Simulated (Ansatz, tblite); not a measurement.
Removing and adding an electron: Zn₂Te (the lowest singlet isomer of a short search). The state is a singlet with charge 0. Geometry: PBE-D4/def2-TZVP. Ansatz, gas phase; energy differences of separate SCF runs; the oxidised species was run as a doublet alone; the reduced species was run as a doublet alone.

```xyz
3

Zn    2.044   -1.465   -0.415
Zn   -2.045    1.463    0.420
Te    0.001    0.002   -0.004
```

In the def2 sets Te takes a core potential; there is no spin–orbit coupling. The xTB rows come from tblite. The order of the spin states hangs on the level: the triplet lies 0.16 eV below the singlet at PBE0-D4/def2-TZVP, but 0.12 eV above it at PBE-D4/def2-TZVP. The structure comes from a short search, and lower isomers may exist.

```tsv
level	−HOMO (eV)	vertical IE (eV)	−LUMO (eV)	vertical EA (eV)	HOMO–LUMO gap (eV)	IE − EA (eV)	remarks
GFN1-xTB	10.01	12.90	7.96	5.93	2.05	6.97	–
GFN2-xTB	7.76	12.28	5.94	1.95	1.83	10.34	–
PBE-D4/def2-TZVP	5.09	7.71	4.09	–	0.99	–	–
PBE-D4/def2-TZVPD	5.10	–	4.10	2.01	0.99	–	HOMO above zero (-1 doublet)
r2SCAN-D4/def2-TZVP	5.32	7.71	4.15	–	1.17	–	spin-contaminated (⟨S²⟩ 0.92) (+1 doublet)
r2SCAN-D4/def2-TZVPD	5.32	–	4.15	2.20	1.17	–	–
PBE0-D4/def2-TZVP	5.97	7.64	3.54	–	2.43	–	–
PBE0-D4/def2-TZVPD	5.98	–	3.55	2.11	2.43	–	–
```

   A HOMO above zero means that the electron is unbound at that level or that self-interaction error raises the level; the energy of removing that electron tells which. Raw xTB energy differences between charge states are shifted by several eV; the methods need an empirical correction for them.
